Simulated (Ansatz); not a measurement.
`O=C([SiH3])C(F)F` → `F[C@@H]1C[Si@@H](F)O1`  (isomerisation)

Computed with Ansatz on PBE0-D4/def2-TZVP structures; ΔE is electronic, products minus reactants. CCSD(T)/CBS is the MP2 limit (def2-TZVPP, def2-QZVPP) plus CCSD(T) − MP2 in def2-TZVPP, frozen cores. Functionals use def2-TZVPP. B3LYP here is the variant with VWN-RPA as its local correlation; programs differ in this. Each species was taken in one conformer, which may not be the lowest.

`O=C([SiH3])C(F)F`:

Z-matrix (Å, degrees):
```
Si
C 1 1.940
H 1 1.483 2 106.2
H 1 1.482 2 106.2 3 117.6
H 1 1.481 2 111.8 3 -120.9
C 2 1.532 1 119.6 3 114.5
O 2 1.203 1 120.9 3 -65.0
F 6 1.354 2 108.4 1 -55.7
F 6 1.354 2 108.4 1 61.1
H 6 1.094 2 112.7 1 -177.3
```

`F[C@@H]1C[Si@@H](F)O1`:

```xyz
10

F     0.468   -1.913   -0.871
C    -0.223   -0.737   -0.796
C     0.705    0.433   -0.417
Si   -0.330    0.430    1.126
F    -1.255    1.703    1.346
O    -1.108   -0.789    0.306
H    -0.785   -0.632   -1.727
H     0.598    1.301   -1.067
H     1.750    0.134   -0.365
H     0.181    0.069    2.464
```

**Question.** Is it downhill or uphill in electronic energy at CCSD(T)/CBS, and by how much? (An estimate is asked.)

**Answer.** Ansatz gave: Downhill: ΔE = -86.2 kcal/mol.

**Question.** What do these levels give: PBE-D4, PBE0-D4, ωB97X-V, PBE, B3LYP, HF/def2-TZVPP, SCS-MP2/def2-TZVPP, CCSD/def2-TZVPP, HF/def2-QZVPP, MP2/def2-QZVPP, SCS-MP2/def2-QZVPP, HF/CBS(def2)? (Estimate.)

**Answer.** Computed: PBE-D4 -78.7, PBE0-D4 -84.0, ωB97X-V -83.5, PBE -78.6, B3LYP -79.6, HF/def2-TZVPP -81.3, SCS-MP2/def2-TZVPP -85.3, CCSD/def2-TZVPP -84.7, HF/def2-QZVPP -82.1, MP2/def2-QZVPP -90.9, SCS-MP2/def2-QZVPP -87.0, HF/CBS(def2) -82.2 kcal/mol.

Largest T1 diagnostic among the species: 0.014.

From PBE to PBE0 (25 % exact exchange), in def2-TZVPP and without D4, ΔE moves by −5.4 kcal/mol. In def2-TZVPP, CCSD(T) changes the Hartree–Fock value by −2.5 kcal/mol (the triples alone add +0.9 kcal/mol) and MP2 by −7.9 kcal/mol.
